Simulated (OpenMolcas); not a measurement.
## Re5+ in a point-charge field

Re5+ among 6 point charges of -1.1 e arranged as an octahedron (Oh), 1.95 Å from the ion.

```json
{"Program": "OpenMolcas", "Method": "SS-CASPT2, IPEA 0.25 Eh, imaginary shift 0.1 Eh (closed shells correlated: 5s 5p)", "Basis": "ANO-RCC-VDZP [7s6p4d2f1g]", "Scalar Hamiltonian": "DKH2, point nucleus", "Active space": "2 electrons in 5 orbitals (5d)", "State averaging": "2S+1 = 3 even, 10 roots; 2S+1 = 1 even, 15 roots", "Spin-orbit coupling": "state interaction with AMFI integrals over the reference wave functions"}
```

The lowest spin-free states (labels of O, the rotations of Oh), above the lowest:

| State | Degeneracy | E (cm-1) | Free-ion L (%) |
| --- | --- | --- | --- |
| 3T1 | 3 | 0 | F (97) |
| 3T2 | 3 | 5910 | F (100) |
| 1T2 | 3 | 10860 | D (79) |
| 1E | 2 | 11730 | D (63) |
| 3A2 | 1 | 13360 | F (100) |
| 3T1 | 3 | 16670 | P (97) |
| 1T2 | 3 | 19840 | G (79) |
| 1A1 | 1 | 21200 | G (92) |
| 1T1 | 3 | 22490 | G (100) |
| 1E | 2 | 26750 | G (63) |
| 1A1 | 1 | 46170 | S (92) |

The lowest levels with spin-orbit coupling:

```tsv
E (cm-1)	Degeneracy	Label	2S+1
0	2	E	3
1110	3	T2	3 (88 %)
9330	3	T1	3
11460	3	T2	3
12770	1	A2	3
13060	1	A1	3
17570	3	T1	3
18110	2	E	3 (61 %)
19040	2	E	3 (67 %)
19330	1	A1	3
19670	3	T2	1 (55 %)
22650	3	T2	3 (65 %)
23680	3	T1	3
30290	3	T2	3 (67 %)
30380	2	E	3 (61 %)
31780	1	A1	1
32960	3	T1	1
33650	3	T2	1 (56 %)
38860	2	E	1 (81 %)
58340	1	A1	1
```

Powder χT (cm3 K/mol): 0 at 2 K, 0.00292 at 10 K, 0.0146 at 50 K, 0.0292 at 100 K, 0.0585 at 200 K, 0.0884 at 300 K. The effective moment at 300 K is 2.828 √(χT) = 0.84 μB.

The lowest level has 2S+1 = 3, for which the spin-only value is χT = S(S+1) / 2 = 1.000 cm3 K/mol (g = 2). The computed 0.088 at 300 K differs by -0.912, through orbital momentum, spin-orbit coupling and any other state in reach. With a threefold ground state the orbital momentum is unquenched, so the spin-only value is not expected to hold.

A least-squares ligand-field fit to the states below 45000 cm-1, each weighted by its degeneracy and with a free common offset, gives 10Dq = 7405 cm-1, B = 782 cm-1 and C = 3274 cm-1 (C/B = 4.19), with an rms deviation of 279 cm-1.

Roots that are degenerate in the reference are averaged as groups; the widest CASPT2 spread within a group is 120 cm-1 (the 3-fold group of multiplicity 3 near 0 cm-1 above the lowest state of its run). Shifts and gaps below about the spread of the groups concerned are not significant. An orbital triplet at a regular site is open to Jahn-Teller coupling, which can distort the site and quench the lowest spin-orbit gaps and is left out. This field is weak: 10Dq is about 7405 cm-1, while octahedral complexes of 5d ions of charge 3 and more, computed by the same method with explicit ligands, had a median near 35000 cm-1. Ground spin and moment need not be those of a real site. Free-ion shares, where given, are those of the reference states; single-state CASPT2 does not remix them. Point charges carry no covalency, so the field is a model and not that of real ligands. No measured value stands beside these numbers.
